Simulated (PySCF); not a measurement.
## How methods differ on the excitation energy of Co⁺

Co⁺ [Ar] 3d8 (3F) → Co⁺ [Ar] 3d7 4p1 (high-spin determinant), as a difference of total energies. Computed with PySCF 2.14 in x2c-TZVPPall with one added diffuse shell each of s, p, d, f type (7s6p5d3f1g, 80 functions), with scalar relativity by spin-free X2C-1e. Correlated levels: valence: [Ar] frozen; valence and next inner shell: [Ne] frozen. The calculations carry no spin-orbit coupling.

| method | excitation energy (cm⁻¹) |
| --- | --- |
| UHF | 27778 |
| LDA | 49793 |
| PBE | 47066 |
| PBE0 | 43841 |
| r2SCAN | 44244 |
| wB97X | 48838 |
| r2SCANh | 43365 |
| M06-2X | 42744 |
| TPSS | 45326 |
| MP2 (valence) | 46226 |
| SCS-MP2 (valence) | 46480 |
| MP2 (valence and next inner shell) | 50851 |
| SCS-MP2 (valence and next inner shell) | 49498 |

A first-order spin-orbit estimate (lowest level to lowest level, LS coupling) adds 0.013 eV.

The determinant of the upper state mixes LS terms, which raises its energy above the lowest term, most at the Hartree-Fock and MP2 levels.
